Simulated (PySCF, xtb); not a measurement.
C4H7FSi, SMILES F[C@H]1[Si@H](C=C1)C.

Coordinates come from a TPSSh-D3(BJ)/def2-SVP optimisation. The structure was generated by enumeration; whether it is a known compound was not checked.

Computed with PySCF 2.14.0 with IEF-PCM-PBE0/def2-SVP.

The values are the electrostatic part of the solvation free energy, E(continuum) − E(gas) at the gas-phase geometry, in a cavity of scaled van der Waals radii (PySCF's table); cavitation and dispersion terms are not included. In vacuum the orbital gap is 7.25 eV. The dipole moment in vacuum is 1.44 D.

Computed values in water (ε = 78.36), dimethylsulfoxide (ε = 46.83), dichloromethane (ε = 8.93):
```
solvent                ε  ΔG(elec) (kcal/mol)  dipole (D)  gap (eV)
-----------------  -----  -------------------  ----------  --------
water              78.36                 -2.7        1.77      7.29
dimethylsulfoxide  46.83                 -2.7        1.76      7.29
dichloromethane     8.93                 -2.3        1.71      7.29
```

For comparison, GFN2-xTB/ALPB(water) (xtb, at the GFN2-xTB geometry, all terms of that model) gives -3.1 kcal/mol.
